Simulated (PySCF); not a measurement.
A K-edge absorption job on `C[S+](C)[BH2-]C[SiH3]`.

Computed with core-valence-separated TDA BHandHLYP/aug-pcX-1 H:pcseg-1 Si:def2-SVPD S:def2-SVPD, K edges, non-relativistic, gas phase (PySCF 2.14.0, density-fitted response routines). Geometry: PBE0-D3(BJ)/def2-SVP. The input is one job of a driver script: a line of settings, then coordinates in Å.

Input:
```
{"job": {"kind": "xas", "xc": "BHandHLYP", "basis": {"default": "aug-pcX-1", "H": "pcseg-1", "Si": "def2-SVPD", "S": "def2-SVPD"}}, "charge": 0, "multiplicity": 1}
C     -1.746231     1.103175     0.863334
S     -1.272082    -0.605233     1.165128
C     -2.378883    -1.461410     0.036977
B      0.477161    -0.781456     0.254596
C      1.570462     0.043449     1.101097
Si     3.258434    -0.165432     0.309355
H     -1.619382     1.338953    -0.202940
H     -1.069321     1.729537     1.459018
H     -2.781632     1.270973     1.189312
H     -3.422259    -1.310894     0.345119
H     -2.208417    -1.104361    -0.988477
H     -2.122849    -2.527202     0.097421
H      0.241064    -0.357002    -0.872465
H      0.609811    -1.999763     0.287512
H      1.656683    -0.307859     2.144861
H      1.372078     1.130434     1.133427
H      3.255573     0.322730    -1.106828
H      4.320055     0.605170     1.039897
H      3.679659    -1.602214     0.299156
```

Output:
```
coarse grid: 15656 points
cycle   1  E = -834.2075095429  dE =  2.282e-01  |g| = 3.896e-01  |ddm| = 4.248e+00
cycle   2  E = -834.2285197939  dE = -2.101e-02  |g| = 3.134e-01  |ddm| = 9.270e-01
cycle   3  E = -834.2567405413  dE = -2.822e-02  |g| = 5.227e-02  |ddm| = 4.682e-01
cycle   4  E = -834.2574962571  dE = -7.557e-04  |g| = 1.483e-02  |ddm| = 8.373e-02
cycle   5  E = -834.2575539358  dE = -5.768e-05  |g| = 3.356e-03  |ddm| = 2.373e-02
cycle   6  E = -834.2575571441  dE = -3.208e-06  |g| = 8.619e-04  |ddm| = 5.969e-03
final grid: 138344 points
cycle   7  E = -834.3324326263  dE = -5.642e-05  |g| = 3.224e-03  |ddm| = 3.545e-02
cycle   8  E = -834.3324332864  dE = -6.601e-07  |g| = 2.677e-03  |ddm| = 6.135e-03
cycle   9  E = -834.3324350135  dE = -1.727e-06  |g| = 1.933e-04  |ddm| = 2.536e-03
cycle  10  E = -834.3324350254  dE = -1.196e-08  |g| = 6.306e-05  |ddm| = 3.962e-04
cycle  11  E = -834.3324350266  dE = -1.223e-09  |g| = 1.651e-05  |ddm| = 1.466e-04
cycle  12  E = -834.3324350267  dE = -1.050e-10  |g| = 6.516e-06  |ddm| = 3.835e-05
converged SCF energy = -834.3324350267

B K edge
   eV          f      from atoms
  188.536   0.06034   B3
  189.424   0.00297   B3
  189.677   0.00567   B3
  189.908   0.00643   B3
  190.145   0.01211   B3
  190.311   0.00295   B3
  190.540   0.00356   B3
  191.037   0.00291   B3

C K edge
   eV          f      from atoms
  284.369   0.00711   C4
  284.988   0.02004   C4
  285.253   0.00504   C4
  285.464   0.05371   C2
  285.484   0.00513   C4
  285.505   0.05110   C0
  285.553   0.02371   C4
  285.834   0.00394   C4
  285.969   0.00376   C4
  286.160   0.00363   C4
  286.335   0.00118   C4
  286.431   0.00887   C2
  286.436   0.00917   C0
  286.490   0.00079   C4
  286.610   0.00183   C4
  286.629   0.00046   C4
```

The program numbers atoms from 0.

Summary of the converged run: lowest B 1s excitation 188.5 eV; lowest C 1s excitation 284.4 eV; the energies are raw, with no shift to experiment and no relativistic term.

Cost: about 70 s of CPU time on one thread; the machine was shared, so the figure is rough.

One conformer stands for the species.
Labels such as C1 count atoms from 1, the log's own numbers from 0.
